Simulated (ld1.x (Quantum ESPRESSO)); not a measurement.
**Ga (Z = 31): excitation energies, all-electron against TM**

ld1.x (Quantum ESPRESSO) 7.5 input, shortened:

```
&input
   title='Ga', zed=31., rel=1, dft='PZ', iswitch=3,
   config='[Ar] 3d10 4s2 4p1'
 /
 &inputp
   pseudotype=2, tm=.true., lloc=-2, rcloc=1.30,
   nlcc=.true., new_core_ps=.true., rcore=1.45
 /
2
4S  1  0   2.00   0.00  1.55  1.55  0.0
4P  2  1   1.00   0.00  2.10  2.10  0.0
 &test
   configts(1)='4s2 4p1'
 /
```

Energies are relative to the spin-unpolarised reference configuration 4s2 4p1; without spin polarisation the order of configurations can differ from experiment. Spin-polarised rows fill each open shell by Hund’s rule, majority spin first. The frozen-core shift is the all-electron ΔE with the core orbitals held at their reference shape minus the fully relaxed ΔE.

| valence configuration | charge | ΔE all-electron (eV) | error AE − PS (meV) | frozen-core shift (meV) |
| --- | --- | --- | --- | --- |
| 4s2 4p0 | +1 | 5.888 | -11 | +13 |
| 4s1 4p2 | 0 | 6.612 | -16 | +17 |
| 4s0 4p3 | 0 | 13.544 | -63 | +65 |
| 4s1 4p1 | +1 | 13.338 | -45 | +55 |
| 4s2 4p1.3 | -0.3 | -0.578 | -0.1 | +0.1 |
| 4s2 4p1 (spin-polarised) | 0 | -0.134 | -0.8 | +1.3 |
| 4s1 4p0 (spin-polarised) | +2 | 27.084 | -187 | +222 |

Question: What are ΔE and the potential's error for 4s2 4p0.5?

Answer: ΔE = 2.120 eV all-electron; the error (AE − PS) is -1.6 meV.

Question: What are ΔE and the potential's error for 4s1 4p0?

Answer: ΔE = 27.391 eV all-electron; the error (AE − PS) is -169 meV.
